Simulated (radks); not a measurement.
Species: Ta II. Configuration: [Xe] 4f13.5 5d2 6s1.5 6p1 (fractional occupations, a model configuration).

All-electron calculation, scalar-relativistic Kohn-Sham, BLYP, spin-unpolarised, spherical densities, point nucleus. Program: a radial shooting solver on a logarithmic mesh with Libxc functionals.

Energy parts (Ry):
total: -31209.1141
kinetic: 34298.2032
electron-nucleus: -76994.8592
Hartree: 12118.1504
exchange-correlation: -630.6085

Orbitals (lengths in bohr, moments of r in powers of bohr):
orbital  occ.  eigenvalue (Ry)       <r^4>
1s          2        -4953.536   6.199e-07
2s          2        -852.1455  0.00009378
2p          6        -746.8882  0.00007325
3s          2        -196.2300    0.003462
3p          6        -164.9319    0.003713
3d         10        -128.4239    0.002875
4s          2        -41.01939     0.08170
4p          6        -30.74436      0.1088
4d         10        -17.59941      0.1613
5s          2         -6.44235       2.598
5p          6         -3.91248       5.067
4f       13.5         -3.05246      0.5905
5d          2         -1.09244       32.33
6s        1.5         -1.02806       129.3
6p          1         -0.59724       372.5

The highest occupied level is 6p at -8.126 eV. The density falls to 0.001 e/bohr^3 at r = 4.77 bohr.
